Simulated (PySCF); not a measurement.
Isomers of C2H5NO. Gas-phase values, no solvent. One relaxed conformer stands for each flexible species; it need not be the lowest. Strings in code marks are SMILES.

Method: PBE-D3(BJ)/def2-TZVP // B3LYP-D3(BJ)/def2-TZVP (PySCF). 

```json
[
 {"species": "`C1NCO1`", "LUMO (eV)": "–", "HOMO–LUMO gap (eV)": "5.35"},
 {"species": "`C(=N/C)/O` (N–C–O–H torsion 0°)", "LUMO (eV)": "-0.64", "HOMO–LUMO gap (eV)": "5.38"},
 {"species": "`OC(N)=C`", "LUMO (eV)": "-0.03", "HOMO–LUMO gap (eV)": "4.96"},
 {"species": "`CNC=O` (C–N–C–O torsion 0°)", "LUMO (eV)": "-0.41", "HOMO–LUMO gap (eV)": "[?]"}
]
```

### Question
Fill in the missing entries.

### Answer

- `CNC=O` (C–N–C–O torsion 0°), HOMO–LUMO gap (eV): 5.42
